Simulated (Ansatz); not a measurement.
Program: Ansatz. Geometries: PBE0-D4/def2-TZVP. ΔE: electronic, gas phase. CCSD(T)/CBS is the MP2 limit (def2-TZVPP, def2-QZVPP) plus CCSD(T) − MP2 in def2-TZVPP, frozen cores. DFT in def2-TZVPP. HSE06 is defined as in plane-wave codes. No spin–orbit coupling; open shells (•) take unrestricted orbitals. Spin–orbit coupling would lower the free atoms: clearly for Br. For Br outer-core shells are correlated without core-valence functions, so the limit isn't a true one: a few kJ/mol of doubt a bond, and 10 to 20 or more in all where bonds break to atoms. Scalar relativity is left out up to krypton.

`[SiH3][SiH2]Br` → Br• + `[SiH2][SiH3]`•  (homolysis of the Br–Si bond)

```
             level  ΔE (kcal/mol)  difference from CCSD(T)/CBS
            PBE-D4           93.2                         -3.8
         revPBE-D4           89.7                         -7.3
          BHLYP-D4           89.9                         -7.1
              BLYP           86.4                        -10.6
           r2SCAN0           90.8                         -6.2
             HSE06           91.7                         -5.3
         CAM-B3LYP           89.5                         -7.5
RPA@PBE/def2-TZVPP           83.3                        -13.7
     CCSD/def2-SVP           83.7                        -13.3
  CCSD(T)/def2-SVP           85.1                        -11.9
       CCSD(T)/CBS           97.0                            0
```

Largest T1 diagnostic among the species: 0.015.

At CCSD(T), def2-SVP lies −11.9 kcal/mol from the extrapolated value and def2-TZVPP −5.4 kcal/mol: correlation converges slowly with the basis, and small sets miss more of it in the bonded molecule than in its fragments. From r2SCAN to r2SCAN0 (25 % exact exchange), in def2-TZVPP and without D4, ΔE moves by −1.1 kcal/mol: exact exchange takes away binding that semilocal exchange gives to molecules.

CCSD(T)/CBS has its own doubt, a few kJ/mol and more with outer-core shells, so smaller differences from it don't rank the levels.
